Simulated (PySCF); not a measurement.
AgF, SMILES [F][Ag], multiplicity 1. Geometry optimised at B3LYP-D3(BJ)/def2-TZVPD. The spin state was assumed, not searched. The def2 effective core potentials stand for the cores of Ag; spin–orbit coupling is left out.

The numbers are results of B3LYP-D3(BJ)/def2-TZVPD (PySCF), not measurements.

Harmonic wavenumbers (cm⁻¹): 486. Rotational constants (GHz): 7.811 (linear); symmetry number 1.

Q: Work out the zero-point energy and the ideal-gas rigid-rotor harmonic-oscillator thermochemistry at 298.15 K and 1 atm.

A: ZPE = ½ Σ hcν = ½ × 486 cm⁻¹ = 0.69 kcal/mol. H − E(el) = 2.92 kcal/mol. Entropy in cal/(mol K): translation 40.43, rotation 15.26, vibration 0.69, total 56.38. G − E(el) = -13.89 kcal/mol. Cp = 8.24 cal/(mol K).
